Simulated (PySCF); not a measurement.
# `InChI=1S/C4H5ClF2Si/c5-4-3(6)1-2-8(4)7/h1,4,8H,2H2/t4-,8+/m0/s1`

Molfile (atoms numbered from 1):
```
C4H5ClF2Si
     RDKit          3D

 13 13  0  0  0  0  0  0  0  0999 V2000
    1.2553   -2.1176    1.0673 F   0  0  0  0  0  0  0  0  0  0  0  0
    0.5669   -1.0951    0.5223 C   0  0  0  0  0  0  0  0  0  0  0  0
   -0.7460   -1.1393    0.3503 C   0  0  0  0  0  0  0  0  0  0  0  0
   -1.4142    0.0646   -0.2455 C   0  0  0  0  0  0  0  0  0  0  0  0
   -0.0214    1.3569   -0.3740 Si  0  0  1  0  0  4  0  0  0  0  0  0
   -0.1674    2.4469    0.8106 F   0  0  0  0  0  0  0  0  0  0  0  0
    1.3435    0.1039    0.1065 C   0  0  2  0  0  0  0  0  0  0  0  0
    2.3349   -0.3122   -1.3510 Cl  0  0  0  0  0  0  0  0  0  0  0  0
   -1.3326   -1.9985    0.6328 H   0  0  0  0  0  0  0  0  0  0  0  0
   -1.8573   -0.1988   -1.2065 H   0  0  0  0  0  0  0  0  0  0  0  0
   -2.2379    0.3875    0.3932 H   0  0  0  0  0  0  0  0  0  0  0  0
    0.2088    2.1004   -1.5917 H   0  0  0  0  0  0  0  0  0  0  0  0
    2.0628    0.4017    0.8682 H   0  0  0  0  0  0  0  0  0  0  0  0
  1  2  1  0
  2  3  2  0
  3  4  1  0
  4  5  1  0
  5  6  1  0
  5  7  1  0
  7  8  1  0
  7  2  1  0
  3  9  1  0
  4 10  1  0
  4 11  1  0
  5 12  1  6
  7 13  1  1
M  END
```

Method used: PySCF, TDDFT PBE0/def2-SVPD circular dichroism and optical rotation, one conformer, gas phase. Geometry: GFN2-xTB.

**Question.** Draw the ECD and absorption spectra from the lowest 8 states, each a Gaussian of half-width 0.2 eV at 1/e height.

**Answer.** 
| E (eV) | λ (nm) | Δε (L mol⁻¹ cm⁻¹) | ε (L mol⁻¹ cm⁻¹) |
| --- | --- | --- | --- |
| 5.31 | 233 | -0.03 | 4.41 |
| 5.41 | 229 | -0.31 | 43.4 |
| 5.51 | 225 | -1.90 | 271 |
| 5.61 | 221 | -7.43 | 1110 |
| 5.71 | 217 | -19.57 | 3180 |
| 5.81 | 213 | -36.53 | 6530 |
| 5.91 | 210 | -48.94 | 9470 |
| 6.01 | 206 | -45.46 | 9260 |
| 6.11 | 203 | -27.87 | 5820 |
| 6.21 | 200 | -11.09 | 2300 |
| 6.31 | 196 | -3.41 | 598 |
| 6.41 | 193 | -1.91 | 175 |
| 6.51 | 190 | -3.66 | 246 |
| 6.61 | 188 | -10.75 | 731 |
| 6.71 | 185 | -24.04 | 1670 |
| 6.81 | 182 | -34.19 | 2590 |
| 6.91 | 179 | -27.85 | 3170 |
| 7.01 | 177 | -2.26 | 4110 |
| 7.11 | 174 | +31.31 | 5600 |

Δε uses R in velocity form, ε uses f in length form. Only the states computed contribute, so the short-wavelength end is incomplete.
